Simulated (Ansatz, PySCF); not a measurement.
Pulling on the Si2–O1 bond in H2OSi (SMILES O=[SiH2]) (multiplicity 1 held, fragments rigid). Energies count from the point at 1.519 Å.
Geometry at that point (charge 0, multiplicity 1):
```xyz
4

O      1.001    -0.406    -0.069
Si    -0.404     0.164     0.028
H     -1.618    -0.536    -0.451
H     -0.724     1.486     0.614
```

R- and RO- levels are restricted; in cc, def2 and unpolarised 6-31G sets they are followed outwards from rest. Unrestricted levels (U-) break spin symmetry where that is lower. Left out are points that failed, MP2 points that dive below the minimum, coupled-cluster points behind a jump of the amplitudes or a sharp parting from full CI or MRCI, small-basis points behind a change of solution, and semi-empirical points at long bonds. Levels need not reach the same state.

Rows in 3-21G, 6-31G* carry no dispersion term and start afresh at each structure (6-31G* with six Cartesian d functions).

Run with Ansatz (Gaussian orbitals); PySCF for 3-21G rows, 6-31G* rows. Values without a source in brackets are computed.

Energies in kJ/mol.

| R (Å) | R-HF/3-21G | R-HF/6-31G* | R-PBE/cc-pV(T+d)Z | U-B3LYP/cc-pV(T+d)Z | U-wB97X-V/cc-pV(T+d)Z |
|---|---|---|---|---|---|
| 1.216 | 641 | 464 | 494 | 469 | 467 |
| 1.368 | 145 | 71 | 96 | 83 | 81 |
| 1.519 | 0 | 0 | 0 | 0 | 0 |
| 1.671 | 26 | 72 | 37 | 49 | 55 |
| 1.823 | 126 | 198 | 127 | 150 | 164 |
| 2.051 | 297 | 391 | 285 | 320 | 350 |
| 2.279 | 405 | 518 | 432 | 458 | 494 |
| 2.659 | 487 | 620 | 619 | 597 | 630 |
| 3.039 | 521 | 663 | 740 | 658 | 684 |
| 3.495 | 568 | 685 | 824 | 685 | 709 |
| 4.103 | 560 | left out | 877 | 699 | 717 |
| 4.862 | 558 | left out | 902 | 703 | 720 |

Doubts at one or more of the structures used: a restricted determinant that unrestricted orbitals would lower (R-HF/3-21G, R-HF/6-31G*, R-PBE/cc-pV(T+d)Z); a spin-contaminated determinant (U-B3LYP/cc-pV(T+d)Z, U-wB97X-V/cc-pV(T+d)Z).

Ansatz is a first-principles code.
